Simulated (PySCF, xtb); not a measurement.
Al(H)(Cl)(Me) (CH₄AlCl), SMILES [CH3][AlH][Cl].

Harmonic wavenumbers (cm⁻¹) from GFN2-xTB in xtb at its own minimum, in rising order: 66, 122, 387, 471, 528, 605, 644, 703, 1294, 1440, 1447, 1810, 2913, 2925, 2965.

What does PBE0-D3(BJ)/def2-TZVP (PySCF) give at its own minimum? (Estimate from the structure and the level; the computed values follow.)

26, 166, 386, 494, 596, 669, 673, 755, 1221, 1438, 1439, 1953, 3041, 3117, 3136. Paired by order, the mean absolute difference is 69 cm⁻¹ and the zero-point energies are 26.2 and 27.3 kcal/mol.
